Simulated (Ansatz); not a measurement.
Born–Oppenheimer molecular dynamics of H₄O₃Si (8 atoms, charge 0, multiplicity 1). It starts from a relaxed structure.

Theory: Ansatz, RKS PBE0-D4/STO-3G.

```yaml
ensemble: NVT, Nosé–Hoover chain
time_step: 0.5 fs
steps_asked: 250
set_temperature: 500 K
thermostat: time constant 100 fs, chain length 3 (defaults)
seed: 651348
```

Frames 1 fs apart, positions in Å, forces in eV/Å.

Velocities at 0.0 fs (Å/ps):

```
Si 0.99 8.77 1.45
H -0.33 10.42 8.09
O 5.08 -4.24 -0.23
H -13.99 -22.24 17.47
O -1.13 -10.14 1.56
H -24.71 -7.02 9.25
O -3.66 0.72 -5.77
H 6.63 -8.63 -4.86
```

```xyz
8
Properties=species:S:1:pos:R:3:forces:R:3 time_fs=0.0 energy_less_start_eV=0.000 T=500
Si -0.013 -0.095 0.240 0.00 0.00 0.00
H 0.057 0.087 1.672 0.00 0.00 0.00
O 1.560 -0.020 -0.394 0.00 -0.01 -0.01
H 1.498 -0.526 -1.272 0.00 0.01 0.01
O -1.026 1.163 -0.289 -0.01 -0.01 -0.01
H -1.068 1.063 -1.299 0.00 0.00 0.01
O -0.602 -1.606 -0.291 -0.01 0.01 0.00
H -1.499 -1.714 0.171 0.01 0.00 0.00
8
Properties=species:S:1:pos:R:3:forces:R:3 time_fs=1.0 energy_less_start_eV=0.009 T=488
Si -0.012 -0.086 0.241 0.11 -0.53 0.15
H 0.057 0.098 1.680 -0.01 -0.01 -0.17
O 1.565 -0.025 -0.394 -0.17 0.10 0.21
H 1.485 -0.549 -1.255 0.07 -0.12 -0.24
O -1.027 1.153 -0.288 -0.18 0.32 0.19
H -1.093 1.056 -1.290 0.02 -0.06 -0.25
O -0.606 -1.605 -0.297 0.48 0.30 -0.09
H -1.492 -1.723 0.167 -0.32 0.00 0.20
8
Properties=species:S:1:pos:R:3:forces:R:3 time_fs=2.0 energy_less_start_eV=0.030 T=461
Si -0.011 -0.078 0.243 0.22 -1.04 0.27
H 0.056 0.108 1.687 -0.02 -0.01 -0.29
O 1.570 -0.029 -0.395 -0.32 0.13 0.28
H 1.471 -0.572 -1.240 0.14 -0.16 -0.33
O -1.028 1.143 -0.286 -0.37 0.64 0.23
H -1.118 1.048 -1.284 0.04 -0.10 -0.36
O -0.609 -1.604 -0.303 0.79 0.54 -0.11
H -1.489 -1.731 0.164 -0.48 0.01 0.30
8
Properties=species:S:1:pos:R:3:forces:R:3 time_fs=3.0 energy_less_start_eV=0.055 T=430
Si -0.010 -0.070 0.244 0.33 -1.52 0.33
H 0.056 0.118 1.690 -0.02 -0.01 -0.34
O 1.575 -0.033 -0.394 -0.46 0.05 0.17
H 1.460 -0.597 -1.228 0.21 -0.09 -0.24
O -1.030 1.133 -0.284 -0.58 0.94 0.07
H -1.142 1.039 -1.280 0.07 -0.13 -0.26
O -0.612 -1.603 -0.309 0.80 0.69 0.00
H -1.490 -1.740 0.164 -0.36 0.07 0.27
8
Properties=species:S:1:pos:R:3:forces:R:3 time_fs=4.0 energy_less_start_eV=0.083 T=393
Si -0.009 -0.062 0.246 0.44 -1.96 0.31
H 0.055 0.129 1.690 -0.02 0.01 -0.32
O 1.579 -0.037 -0.394 -0.60 -0.12 -0.05
H 1.450 -0.623 -1.218 0.29 0.07 -0.02
O -1.032 1.124 -0.282 -0.81 1.21 -0.25
H -1.165 1.030 -1.279 0.13 -0.14 -0.02
O -0.614 -1.601 -0.315 0.60 0.76 0.21
H -1.495 -1.748 0.166 -0.04 0.15 0.12
8
Properties=species:S:1:pos:R:3:forces:R:3 time_fs=5.0 energy_less_start_eV=0.118 T=348
Si -0.007 -0.055 0.248 0.55 -2.34 0.22
H 0.054 0.139 1.688 -0.01 0.02 -0.22
O 1.583 -0.041 -0.394 -0.72 -0.28 -0.25
H 1.443 -0.648 -1.209 0.36 0.24 0.18
O -1.034 1.116 -0.281 -1.03 1.45 -0.56
H -1.187 1.018 -1.278 0.20 -0.14 0.23
O -0.616 -1.599 -0.320 0.34 0.80 0.45
H -1.500 -1.754 0.170 0.31 0.24 -0.05
8
Properties=species:S:1:pos:R:3:forces:R:3 time_fs=6.0 energy_less_start_eV=0.153 T=303
Si -0.006 -0.049 0.250 0.64 -2.66 0.05
H 0.052 0.149 1.683 0.01 0.04 -0.06
O 1.587 -0.045 -0.394 -0.82 -0.36 -0.33
H 1.439 -0.670 -1.198 0.40 0.33 0.28
O -1.037 1.109 -0.279 -1.19 1.64 -0.74
H -1.207 1.006 -1.276 0.24 -0.14 0.35
O -0.618 -1.596 -0.326 0.20 0.84 0.62
H -1.502 -1.758 0.173 0.52 0.30 -0.16
8
Properties=species:S:1:pos:R:3:forces:R:3 time_fs=7.0 energy_less_start_eV=0.178 T=272
Si -0.004 -0.043 0.252 0.70 -2.89 -0.14
H 0.051 0.160 1.678 0.03 0.06 0.10
O 1.590 -0.050 -0.394 -0.87 -0.32 -0.25
H 1.439 -0.690 -1.184 0.40 0.30 0.22
O -1.040 1.102 -0.278 -1.27 1.77 -0.72
H -1.225 0.992 -1.269 0.25 -0.15 0.28
O -0.620 -1.593 -0.331 0.26 0.92 0.68
H -1.499 -1.759 0.175 0.52 0.30 -0.16
8
Properties=species:S:1:pos:R:3:forces:R:3 time_fs=8.0 energy_less_start_eV=0.192 T=254
Si -0.002 -0.039 0.254 0.73 -3.03 -0.33
H 0.051 0.172 1.673 0.05 0.06 0.24
O 1.593 -0.055 -0.395 -0.89 -0.15 -0.04
H 1.443 -0.707 -1.168 0.36 0.16 0.03
O -1.045 1.097 -0.278 -1.26 1.85 -0.52
H -1.241 0.977 -1.261 0.21 -0.17 0.05
O -0.622 -1.590 -0.336 0.51 1.03 0.62
H -1.491 -1.758 0.175 0.30 0.25 -0.04
8
Properties=species:S:1:pos:R:3:forces:R:3 time_fs=9.0 energy_less_start_eV=0.201 T=242
Si 0.000 -0.036 0.255 0.73 -3.08 -0.47
H 0.050 0.184 1.671 0.07 0.06 0.31
O 1.595 -0.059 -0.395 -0.87 0.07 0.23
H 1.451 -0.722 -1.152 0.29 -0.03 -0.20
O -1.050 1.093 -0.278 -1.17 1.87 -0.26
H -1.254 0.960 -1.251 0.14 -0.19 -0.24
O -0.623 -1.585 -0.340 0.86 1.15 0.49
H -1.481 -1.754 0.175 -0.04 0.16 0.14
8
Properties=species:S:1:pos:R:3:forces:R:3 time_fs=10.0 energy_less_start_eV=0.204 T=238
Si 0.003 -0.034 0.257 0.68 -3.03 -0.54
H 0.051 0.196 1.672 0.09 0.03 0.29
O 1.597 -0.064 -0.395 -0.82 0.26 0.43
H 1.461 -0.738 -1.138 0.22 -0.19 -0.36
O -1.056 1.090 -0.278 -1.06 1.83 -0.07
H -1.267 0.941 -1.244 0.09 -0.20 -0.43
O -0.623 -1.580 -0.344 1.14 1.22 0.37
H -1.470 -1.748 0.177 -0.34 0.07 0.30
8
Properties=species:S:1:pos:R:3:forces:R:3 time_fs=11.0 energy_less_start_eV=0.197 T=247
Si 0.006 -0.032 0.258 0.60 -2.90 -0.52
H 0.052 0.209 1.676 0.10 -0.01 0.19
O 1.598 -0.069 -0.395 -0.76 0.33 0.47
H 1.473 -0.755 -1.127 0.16 -0.21 -0.36
O -1.062 1.088 -0.278 -0.96 1.73 -0.08
H -1.278 0.921 -1.241 0.08 -0.19 -0.40
O -0.623 -1.575 -0.348 1.20 1.22 0.36
H -1.464 -1.742 0.181 -0.43 0.02 0.34
```

Of the whole run (125 fs, mean temperature of the second half 307 K): The conserved energy stayed within 0.078 meV per atom of its start (net change 0.054 meV per atom), so the integration is sound. The mean temperature of the second half is 39 % below the set value. A run of 0.12 ps of so small a system gives no equilibrium averages. Limits of this set-up: minimal basis.

Time of the run: 2.8 min on 1 thread of Intel(R) Xeon(R) 6975P-C (Granite Rapids) (shared host), peak memory 0.11 GiB.
